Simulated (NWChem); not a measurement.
## What each level costs for BCl

```
B
Cl 1 1.7192
```
Charge 0, spin multiplicity 1.

Program: NWChem. Structure: optimised with PBE0/def2-SVP, a minimum by its harmonic frequencies.

Basis set: cc-pVQZ (114 functions). Each entry is one whole single-point run; the coupled-cluster runs use the TCE module, and the SCF and DFT modules converge to different thresholds.

The correlated methods keep 6 core orbitals frozen. B3LYP has NWChem's definition, with VWN1-RPA local correlation. The structure started from a generated list of species.

Roughly how much processor time does each of these take, relative to RHF: MP2, RI-MP2, B2PLYP, PBE, B3LYP, M06-2X, CR-CCSD(T)?

RI-MP2 about the same, within a factor of 3; B3LYP about the same, within a factor of 3; PBE about the same, within a factor of 3; M06-2X about the same, within a factor of 3; MP2 about the same, within a factor of 3; B2PLYP about the same, within a factor of 3; CR-CCSD(T) about 10 (rough ratios from shared machines).
